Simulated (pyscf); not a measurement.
## HO–ZrH(OH)–Cl, singlet

Gas-phase minimum from PySCF at ωB97X-D3(BJ)/def2-SVP, one conformer. 

```
Zr
O 1 1.9020
H 2 0.9577 1 172.10
O 1 1.9022 2 113.36 3 38.78
H 4 0.9577 1 171.70 2 -32.58
H 1 1.8508 2 104.89 3 152.65
Cl 1 2.3643 6 107.64 2 -120.13
```

Properties at ωB97X-D3(BJ)/def2-SVP:

Harmonic wavenumbers, unscaled: 126, 131, 168, 279, 359, 373, 390, 408, 526, 546, 762, 769, 1735, 4016, 4020 cm⁻¹
Zero-point energy: 20.9 kcal/mol
Rotational symmetry number: 1
Entropy of this conformer at 298 K and 1 atm, rigid rotor and harmonic oscillator, modes under 100 cm⁻¹ raised to 100: 351.8 J/(mol K)
Dipole moment: 3.90 D

Single-point totals, which compare only within one level (frozen core for MP2 and CC):

```tsv
level	total energy (hartree)
ωB97X-D3(BJ)/def2-TZVP	-659.85302
PBE/def2-TZVP	-659.45751
r²SCAN/def2-TZVP	-659.71494
B3LYP-D3(BJ)/def2-TZVP	-659.83955
PBE0-D3(BJ)/def2-TZVP	-659.46849
M06-2X/def2-TZVP	-659.61810
ωB97M-D3(BJ)/def2-TZVP	-659.83322
HF/def2-TZVPP	-657.80417
MP2/def2-TZVPP	-658.82851
CCSD/def2-TZVPP	-658.84713
CCSD(T)/def2-TZVPP	-658.89039
```

Soft torsions are taken as harmonic, which can shift the entropy by several J/(mol K). The CCSD(T) − MP2 part came from Ansatz, without density fitting, on the same reference. The frozen core leaves the outer d or s,p core shells of the metals and heavy elements correlated in the MP2 and CC values, and def2-TZVPP describes them poorly, so these totals are far from the basis limit. Elements past Kr carry the def2 core potentials, without spin-orbit coupling.
